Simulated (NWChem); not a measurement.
System: BH2Se2F; SMILES FB([SeH])[SeH]

NWChem input:

```
start job
memory heap 200 mb stack 900 mb global 1100 mb
geometry units angstroms noautoz
  B      0.629079     0.009251     0.000000
  F      1.955775     0.024278     0.000000
  Se    -0.343298    -1.697372     0.000000
  H      0.891749    -2.516280     0.000000
  Se    -0.271763     1.754653     0.000000
  H     -1.645695     1.203637     0.000000
end
basis spherical
  * library def2-svp
end
dft
  xc b3pw91
  iterations 150
  mulliken
end
task dft energy
```

Geometry: optimised at B3LYP/6-31G* (spherical d).

Q: Predict the main results of this run. (B3PW91/def2-SVP.) Quantities: energy (Ha); highest occupied level (eV); orbital gap (eV); dipole (D).

A: 
| Quantity | Value |
|---|---|
| energy (Ha) | -4928.41 |
| highest occupied level (eV) | -6.96 |
| orbital gap (eV) | 6.26 |
| dipole (D) | 0.85 |
